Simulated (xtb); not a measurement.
Harmonic IR lines of one isomer of C3H6O, unscaled. Level of theory: GFN2-xTB in xtb.

| wavenumber (cm⁻¹) | relative intensity |
|---|---|
| 226 | 45 |
| 295 | 16 |
| 520 | 4.2 |
| 989 | 8.7 |
| 1105 | 13 |
| 1155 | 40 |
| 1183 | 100 |
| 1279 | 14 |
| 1318 | 4.0 |
| 1745 | 25 |
| 2994 | 13 |
| 3011 | 13 |
| 3020 | 20 |
| 3037 | 16 |
| 3095 | 18 |
| 3580 | 13 |

Q: Name which structure gives these lines.
(A) `C1COC1`
(B) `C[C@@H]1CO1`
(C) `OC1CC1`
(D) `C/C=C/O`

A: D, `C/C=C/O`
